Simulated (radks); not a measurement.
Spherical quantum dot in the effective-mass picture: electrons in a hard-walled sphere of radius 3.04, all in effective atomic units (hartree* = m*/eps^2 hartree, bohr* = eps/m* bohr), one dielectric constant everywhere. Calculated with a radial shooting solver with Libxc functionals: non-relativistic Kohn-Sham, PBEsol, spin-polarised, spherical densities. Levels are named by radial order and angular momentum (1s, 1p, 1d, 2s, ...), and open shells are averaged over m. Results are scaled to m* = 0.451 and eps = 14.9, for which hartree* = 55.28 meV and bohr* = 1.748 nm.

N = 29, configuration 1s2 1p6 1d10 1f(up 7, down 4). This is the lowest configuration that the search found. Occupied and some empty levels:

| level | occupation | eigenvalue (meV) | <r> (nm) |
|---|---|---|---|
| 1s up | 1 | 701.14 | 3.586 |
| 1s down | 1 | 703.11 | 3.575 |
| 1p up | 3 | 716.74 | 3.728 |
| 1p down | 3 | 718.85 | 3.722 |
| 1d up | 5 | 743.62 | 3.848 |
| 1d down | 5 | 745.82 | 3.845 |
| 1f up | 7 | 780.35 | 3.948 |
| 1f down | 4 | 782.63 | 3.946 |
| 2s up | 0 | 806.57 | 2.384 |
| 2s down | 0 | 807.25 | 2.384 |
| 1g up | 0 | 826.13 | 4.032 |
| 1g down | 0 | 828.46 | 4.031 |
| 2p up | 0 | 858.17 | 2.781 |
| 2p down | 0 | 859.15 | 2.779 |
| 2d up | 0 | 919.59 | 3.033 |
| 2d down | 0 | 920.83 | 3.030 |

Energy (meV): total 12262.1, kinetic 3426.4, external 0, Hartree 9776.7, exchange-correlation -940.94.

Electron density:

| r (nm) | n(r) (e/nm^3) |
|---|---|
| 0.156 | 0.001876 |
| 0.420 | 0.002117 |
| 0.684 | 0.002645 |
| 0.949 | 0.003582 |
| 1.21 | 0.005130 |
| 1.48 | 0.007583 |
| 1.74 | 0.01134 |
| 2.01 | 0.01685 |
| 2.27 | 0.02463 |
| 2.54 | 0.03486 |
| 2.80 | 0.04746 |
| 3.06 | 0.06162 |
| 3.33 | 0.07551 |
| 3.59 | 0.08619 |
| 3.86 | 0.08996 |
| 4.12 | 0.08350 |
| 4.38 | 0.06594 |
| 4.65 | 0.04079 |
| 4.91 | 0.01642 |
| 5.18 | 0.001979 |
